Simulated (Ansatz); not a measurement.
`[CH3][Mo](=[NH])(=[NH])[F]` and `[CH3][Mo](=[NH])(=[NH])[OH]` differ in one atom or group.

Ansatz, PBE0-D4/def2-TZVP geometries, multiplicity 1. Each molecule was computed in one conformer, which needn't be the lowest.

Elements past krypton have def2 core potentials.

| property | `[CH3][Mo](=[NH])(=[NH])[F]` |
| --- | --- |
| LUMO energy (B3LYP/def2-TZVPP) / eV | -2.16 |
| HOMO energy (PBE0/def2-TZVPP) / eV | -8.07 |
| HOMO energy (B3LYP/def2-TZVPP) / eV | -7.85 |
| HOMO–LUMO gap (B3LYP/def2-TZVPP) / eV | 5.69 |
| LUMO energy (PBE/def2-TZVPP) / eV | -2.73 |
| size of the dipole moment (B3LYP/def2-TZVPP) / D | 2.46 |

(1) Give the same properties after the change, and the shifts. (An estimate is asked.)

## Answers

(1) Ansatz gave: 
```json
{"property": "LUMO energy (B3LYP/def2-TZVPP) / eV", "`[CH3][Mo](=[NH])(=[NH])[OH]`": "-1.71", "shift": "0.45"}
{"property": "HOMO energy (PBE0/def2-TZVPP) / eV", "`[CH3][Mo](=[NH])(=[NH])[OH]`": "-7.64", "shift": "0.43"}
{"property": "HOMO energy (B3LYP/def2-TZVPP) / eV", "`[CH3][Mo](=[NH])(=[NH])[OH]`": "-7.42", "shift": "0.43"}
{"property": "HOMO–LUMO gap (B3LYP/def2-TZVPP) / eV", "`[CH3][Mo](=[NH])(=[NH])[OH]`": "5.71", "shift": "0.02"}
{"property": "LUMO energy (PBE/def2-TZVPP) / eV", "`[CH3][Mo](=[NH])(=[NH])[OH]`": "-2.29", "shift": "0.44"}
{"property": "size of the dipole moment (B3LYP/def2-TZVPP) / D", "`[CH3][Mo](=[NH])(=[NH])[OH]`": "1.57", "shift": "-0.89"}
```

The zero-point energy changes by 29.0 kJ/mol with +3 modes. Dipoles are sizes alone; their direction can turn.

B3LYP here is the variant with VWN-RPA as its local correlation; programs differ in this.
